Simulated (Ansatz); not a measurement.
A short molecular-dynamics run on AlBH₆N₂ (`N[B](N)[AlH2]`).

```yaml
crystal:
  periodic: [false, false, false]
  atoms:
    - {symbol: N, position_ang: [-1.524669, -0.348879, -0.070244]}
    - {symbol: B, position_ang: [-0.113801, -0.254195, -0.048444]}
    - {symbol: N, position_ang: [0.683213, -1.401248, -0.269734]}
    - {symbol: Al, position_ang: [0.818347, 1.635894, 0.321518]}
    - {symbol: H, position_ang: [-2.033231, -1.203237, -0.237554]}
    - {symbol: H, position_ang: [-2.122311, 0.442048, 0.081898]}
    - {symbol: H, position_ang: [1.685722, -1.373328, -0.261596]}
    - {symbol: H, position_ang: [0.314079, -2.322015, -0.449971]}
    - {symbol: H, position_ang: [2.408875, 1.806568, 0.363470]}
    - {symbol: H, position_ang: [-0.033124, 2.967190, 0.573458]}
basis:
  gaussian: {orbitals: "6-31G*"}
hamiltonian: {xc: {name: r2SCAN}}
md: {timestep: 0.5 fs, n_steps: 50, ensemble: nvt_langevin, temperature: 300, initial_velocities: maxwell_boltzmann, friction: 0.01, seed: 43}
```

```sh
$ ansatz run in.yaml --threads 2 --pin off --events-out ev --progress --plain --max-ram 4352MiB
```

```
step  time (fs)  potential energy (eV)  kinetic (eV)  T (K)  conserved (eV)
   0        0.0            -10348.5316        0.3490    270               –
   1        0.5            -10348.5246        0.3399    263               –
   2        1.0            -10348.5065        0.3347    259               –
   3        1.5            -10348.4832        0.3374    261               –
   4        2.0            -10348.4597        0.3201    248               –
   5        2.5            -10348.4400        0.3041    235               –
   6        3.0            -10348.4262        0.2883    223               –
   7        3.5            -10348.4170        0.2950    228               –
   8        4.0            -10348.4122        0.2848    220               –
   9        4.5            -10348.4091        0.2584    200               –
  10        5.0            -10348.4069        0.2486    192               –
  11        5.5            -10348.4051        0.2670    207               –
  12        6.0            -10348.3999        0.2682    207               –
  13        6.5            -10348.3901        0.2622    203               –
  14        7.0            -10348.3785        0.2669    206               –
  15        7.5            -10348.3668        0.2621    203               –
  16        8.0            -10348.3588        0.2541    197               –
  17        8.5            -10348.3558        0.2421    187               –
  18        9.0            -10348.3588        0.2492    193               –
  19        9.5            -10348.3638        0.2648    205               –
  20       10.0            -10348.3651        0.2637    204               –
  21       10.5            -10348.3594        0.2708    210               –
  22       11.0            -10348.3470        0.2674    207               –
  23       11.5            -10348.3309        0.2315    179               –
  24       12.0            -10348.3168        0.2240    173               –
  25       12.5            -10348.3089        0.2078    161               –
  26       13.0            -10348.3110        0.2229    172               –
  27       13.5            -10348.3212        0.2525    195               –
  28       14.0            -10348.3340        0.2714    210               –
  29       14.5            -10348.3449        0.2703    209               –
  30       15.0            -10348.3468        0.2816    218               –
  31       15.5            -10348.3353        0.2662    206               –
  32       16.0            -10348.3134        0.2451    190               –
  33       16.5            -10348.2901        0.2022    156               –
  34       17.0            -10348.2770        0.1960    152               –
  35       17.5            -10348.2778        0.1831    142               –
  36       18.0            -10348.2912        0.2068    160               –
  37       18.5            -10348.3068        0.2256    175               –
  38       19.0            -10348.3137        0.2258    175               –
  39       19.5            -10348.3073        0.2191    169               –
  40       20.0            -10348.2899        0.2057    159               –
  41       20.5            -10348.2677        0.1882    146               –
  42       21.0            -10348.2475        0.1683    130               –
  43       21.5            -10348.2359        0.1427    110               –
  44       22.0            -10348.2357        0.1405    109               –
  45       22.5            -10348.2461        0.1648    127               –
  46       23.0            -10348.2660        0.1913    148               –
  47       23.5            -10348.2891        0.2209    171               –
  48       24.0            -10348.3085        0.2429    188               –
  49       24.5            -10348.3194        0.2550    197               –
  50       25.0            -10348.3229        0.2534    196               –
```

Velocities are drawn at the set temperature; a run this short doesn't reach equilibrium.

Frames (Å, forces in eV/Å):

```xyz
10
time=0.0 fs
N    -1.525   -0.349   -0.070   -0.043    0.036    0.007
B    -0.114   -0.254   -0.048    0.141    0.286    0.056
N     0.683   -1.401   -0.270    0.055   -0.010   -0.002
Al    0.818    1.636    0.322   -0.059   -0.121   -0.024
H    -2.033   -1.203   -0.238   -0.145   -0.230   -0.045
H    -2.122    0.442    0.082   -0.161    0.180    0.034
H     1.686   -1.373   -0.262    0.244   -0.012   -0.002
H     0.314   -2.322   -0.450   -0.094   -0.254   -0.050
H     2.409    1.807    0.363    0.101    0.029    0.006
H    -0.033    2.967    0.573   -0.039    0.096    0.019
10
time=1.5 fs
N    -1.520   -0.351   -0.072   -0.141   -1.475   -0.321
B    -0.122   -0.260   -0.051    0.676    0.490    0.133
N     0.687   -1.402   -0.270    0.881   -0.280   -0.006
Al    0.816    1.643    0.320   -0.264   -0.516   -0.048
H    -2.003   -1.241   -0.231    0.064    0.463    0.091
H    -2.122    0.409    0.103   -0.736    0.845    0.163
H     1.712   -1.348   -0.200   -0.899   -0.213   -0.138
H     0.326   -2.341   -0.448    0.208    0.257    0.073
H     2.389    1.795    0.387    0.351    0.091    0.007
H    -0.049    2.941    0.576   -0.140    0.337    0.047
10
time=3.0 fs
N    -1.514   -0.354   -0.075   -1.054   -1.668   -0.345
B    -0.129   -0.265   -0.053    1.322    0.629    0.170
N     0.693   -1.403   -0.271    0.872   -0.453    0.033
Al    0.815    1.649    0.316   -0.393   -0.776   -0.043
H    -1.972   -1.273   -0.222    0.125    0.881    0.157
H    -2.141    0.390    0.127   -0.419    0.454    0.066
H     1.718   -1.325   -0.144   -1.154   -0.363   -0.268
H     0.341   -2.360   -0.438    0.413    0.687    0.169
H     2.377    1.788    0.419    0.480    0.131    0.006
H    -0.066    2.924    0.578   -0.191    0.478    0.055
10
time=4.5 fs
N    -1.510   -0.360   -0.079   -1.883   -1.134   -0.174
B    -0.135   -0.269   -0.055    1.812    0.753    0.212
N     0.700   -1.404   -0.269    0.190   -0.389   -0.001
Al    0.812    1.654    0.314   -0.415   -0.826    0.002
H    -1.939   -1.292   -0.210   -0.035    0.799    0.136
H    -2.169    0.373    0.156    0.185   -0.157   -0.137
H     1.701   -1.313   -0.098   -0.488   -0.347   -0.248
H     0.366   -2.369   -0.428    0.369    0.702    0.182
H     2.378    1.787    0.455    0.401    0.149   -0.006
H    -0.091    2.918    0.575   -0.135    0.450    0.032
10
time=6.0 fs
N    -1.510   -0.367   -0.082   -1.816   -0.404   -0.011
B    -0.136   -0.274   -0.059    1.899    0.901    0.262
N     0.707   -1.404   -0.269   -0.755   -0.163   -0.140
Al    0.810    1.657    0.312   -0.336   -0.723    0.082
H    -1.908   -1.295   -0.193   -0.413    0.121    0.040
H    -2.188    0.348    0.184    0.462   -0.328   -0.247
H     1.676   -1.315   -0.061    0.669   -0.181   -0.055
H     0.393   -2.367   -0.413    0.137    0.320    0.113
H     2.389    1.791    0.495    0.159    0.145   -0.036
H    -0.121    2.919    0.570   -0.007    0.313   -0.008
10
time=7.5 fs
N    -1.514   -0.375   -0.084   -0.927    0.070   -0.026
B    -0.132   -0.277   -0.063    1.575    0.960    0.292
N     0.714   -1.405   -0.269   -1.098    0.449   -0.214
Al    0.808    1.658    0.309   -0.268   -0.518    0.186
H    -1.887   -1.294   -0.172   -0.767   -0.773   -0.059
H    -2.195    0.312    0.207    0.249    0.052   -0.156
H     1.659   -1.321   -0.022    1.421   -0.010    0.132
H     0.422   -2.357   -0.394   -0.251   -0.476   -0.016
H     2.402    1.794    0.535   -0.104    0.134   -0.080
H    -0.152    2.927    0.561    0.169    0.110   -0.057
10
time=9.0 fs
N    -1.518   -0.383   -0.085   -0.176   -0.399   -0.205
B    -0.124   -0.278   -0.067    0.984    0.954    0.322
N     0.720   -1.404   -0.270   -0.243    0.635   -0.047
Al    0.807    1.659    0.307   -0.234   -0.290    0.289
H    -1.882   -1.310   -0.151   -0.661   -0.697   -0.049
H    -2.197    0.278    0.230   -0.086    0.498    0.000
H     1.666   -1.328    0.018    0.861    0.034   -0.017
H     0.445   -2.356   -0.379   -0.459   -0.764   -0.062
H     2.413    1.802    0.576   -0.324    0.115   -0.130
H    -0.183    2.934    0.551    0.339   -0.086   -0.101
10
time=10.5 fs
N    -1.523   -0.392   -0.085    0.028   -1.321   -0.304
B    -0.116   -0.277   -0.071    0.367    0.847    0.357
N     0.726   -1.401   -0.272    1.076    0.000    0.305
Al    0.806    1.660    0.305   -0.256   -0.151    0.356
H    -1.894   -1.343   -0.127   -0.206    0.249    0.004
H    -2.199    0.257    0.254   -0.168    0.603    0.039
H     1.693   -1.340    0.059   -0.460    0.039   -0.457
H     0.460   -2.371   -0.369   -0.393   -0.168   -0.006
H     2.413    1.815    0.615   -0.415    0.089   -0.169
H    -0.202    2.937    0.543    0.427   -0.188   -0.124
10
time=12.0 fs
N    -1.530   -0.404   -0.086    0.294   -1.326   -0.210
B    -0.106   -0.274   -0.075   -0.304    0.635    0.379
N     0.733   -1.400   -0.272    1.899   -0.736    0.599
Al    0.805    1.660    0.303   -0.267   -0.062    0.398
H    -1.904   -1.364   -0.105    0.002    0.594    0.005
H    -2.202    0.246    0.277    0.006    0.427   -0.061
H     1.717   -1.352    0.092   -1.394    0.063   -0.832
H     0.464   -2.388   -0.356   -0.251    0.555    0.050
H     2.403    1.833    0.649   -0.422    0.059   -0.195
H    -0.212    2.935    0.535    0.436   -0.208   -0.133
10
time=13.5 fs
N    -1.539   -0.416   -0.087    0.777   -0.660   -0.066
B    -0.096   -0.271   -0.080   -0.922    0.394    0.391
N     0.743   -1.399   -0.271    1.667   -0.862    0.592
Al    0.805    1.660    0.303   -0.313   -0.034    0.386
H    -1.910   -1.370   -0.084   -0.048    0.342   -0.004
H    -2.201    0.242    0.300    0.208    0.176   -0.201
H     1.715   -1.364    0.111   -1.182    0.139   -0.808
H     0.464   -2.389   -0.336   -0.249    0.635    0.025
H     2.386    1.847    0.674   -0.318    0.039   -0.189
H    -0.208    2.931    0.523    0.381   -0.170   -0.127
10
time=15.0 fs
N    -1.546   -0.430   -0.089    1.311    0.119    0.022
B    -0.088   -0.268   -0.085   -1.261    0.089    0.376
N     0.756   -1.400   -0.268    0.137   -0.383    0.108
Al    0.805    1.659    0.303   -0.384   -0.059    0.334
H    -1.918   -1.370   -0.060   -0.179   -0.130   -0.004
H    -2.190    0.240    0.318    0.267    0.032   -0.285
H     1.687   -1.376    0.113    0.336    0.241   -0.246
H     0.458   -2.371   -0.317   -0.364    0.147   -0.038
H     2.362    1.860    0.697   -0.132    0.023   -0.158
H    -0.192    2.929    0.507    0.267   -0.078   -0.110
10
time=16.5 fs
N    -1.552   -0.444   -0.091    1.882    0.488   -0.038
B    -0.082   -0.265   -0.088   -1.375   -0.311    0.329
N     0.770   -1.402   -0.265   -1.816    0.312   -0.563
Al    0.804    1.658    0.303   -0.469   -0.122    0.265
H    -1.928   -1.373   -0.040   -0.239   -0.458    0.004
H    -2.175    0.233    0.326    0.095    0.146   -0.218
H     1.664   -1.384    0.109    2.164    0.280    0.498
H     0.446   -2.353   -0.298   -0.460   -0.397   -0.074
H     2.336    1.875    0.715    0.092    0.009   -0.111
H    -0.175    2.924    0.490    0.127    0.053   -0.092
10
time=18.0 fs
N    -1.553   -0.456   -0.092    2.072    0.264   -0.088
B    -0.078   -0.261   -0.091   -1.313   -0.751    0.283
N     0.782   -1.405   -0.262   -2.043    0.544   -0.502
Al    0.803    1.658    0.303   -0.523   -0.175    0.200
H    -1.941   -1.386   -0.024   -0.066   -0.193   -0.011
H    -2.159    0.229    0.326   -0.099    0.263   -0.135
H     1.680   -1.385    0.112    1.925    0.163    0.428
H     0.423   -2.347   -0.281   -0.229   -0.282   -0.031
H     2.316    1.884    0.727    0.274   -0.001   -0.067
H    -0.158    2.923    0.477    0.003    0.170   -0.077
10
time=19.5 fs
N    -1.551   -0.467   -0.093    1.801   -0.244   -0.021
B    -0.077   -0.257   -0.094   -1.113   -1.119    0.265
N     0.790   -1.410   -0.260   -0.523    0.620    0.258
Al    0.802    1.658    0.304   -0.498   -0.325    0.120
H    -1.960   -1.405   -0.009    0.288    0.419   -0.075
H    -2.150    0.226    0.319   -0.154    0.282   -0.125
H     1.731   -1.386    0.124   -0.179   -0.016   -0.368
H     0.396   -2.348   -0.262    0.125    0.036    0.026
H     2.300    1.885    0.737    0.421   -0.012   -0.026
H    -0.135    2.920    0.462   -0.167    0.359   -0.054
10
time=21.0 fs
N    -1.546   -0.478   -0.095    1.448   -0.371    0.095
B    -0.078   -0.254   -0.097   -0.807   -1.417    0.261
N     0.797   -1.415   -0.256    0.299    0.722    0.674
Al    0.801    1.658    0.304   -0.384   -0.474    0.059
H    -1.973   -1.417    0.003    0.515    0.730   -0.127
H    -2.142    0.226    0.310   -0.125    0.198   -0.175
H     1.776   -1.390    0.125   -1.503   -0.126   -0.802
H     0.372   -2.347   -0.242    0.415    0.233    0.055
H     2.294    1.883    0.743    0.468   -0.036   -0.007
H    -0.106    2.922    0.446   -0.326    0.542   -0.033
10
time=22.5 fs
N    -1.540   -0.491   -0.096    1.212    0.079    0.210
B    -0.081   -0.254   -0.100   -0.481   -1.584    0.249
N     0.802   -1.419   -0.253    0.126    0.809    0.660
Al    0.799    1.657    0.304   -0.180   -0.518    0.061
H    -1.974   -1.420    0.013    0.468    0.556   -0.123
H    -2.133    0.230    0.298   -0.030   -0.015   -0.273
H     1.788   -1.399    0.112   -1.594   -0.127   -0.761
H     0.358   -2.344   -0.223    0.538    0.269    0.042
H     2.301    1.879    0.754    0.336   -0.078   -0.039
H    -0.080    2.935    0.431   -0.396    0.609   -0.028
10
time=24.0 fs
N    -1.532   -0.503   -0.097    1.201    1.053    0.221
B    -0.086   -0.258   -0.102   -0.061   -1.601    0.232
N     0.806   -1.421   -0.249   -0.928    1.085    0.270
Al    0.796    1.657    0.303   -0.043   -0.417    0.088
H    -1.965   -1.409    0.022    0.109   -0.234   -0.044
H    -2.119    0.237    0.279    0.013   -0.184   -0.332
H     1.771   -1.414    0.082   -0.470   -0.014   -0.316
H     0.358   -2.334   -0.201    0.374   -0.078    0.003
H     2.311    1.873    0.764    0.151   -0.116   -0.084
H    -0.063    2.959    0.414   -0.345    0.506   -0.038
10
time=25.0 fs
N    -1.525   -0.512   -0.096    1.249    1.540    0.156
B    -0.088   -0.261   -0.104    0.182   -1.547    0.222
N     0.807   -1.421   -0.246   -1.921    1.104   -0.062
Al    0.793    1.657    0.302   -0.006   -0.230    0.119
H    -1.958   -1.403    0.028   -0.127   -0.736    0.012
H    -2.110    0.238    0.261   -0.049   -0.168   -0.303
H     1.754   -1.424    0.061    0.672    0.092    0.063
H     0.365   -2.331   -0.184    0.226   -0.231   -0.035
H     2.318    1.870    0.773    0.012   -0.140   -0.118
H    -0.056    2.984    0.400   -0.239    0.316   -0.053
```

It took 97 s on 2 threads of an Arm Neoverse V2 on a shared host, with 0.13 GiB of host memory at the peak.
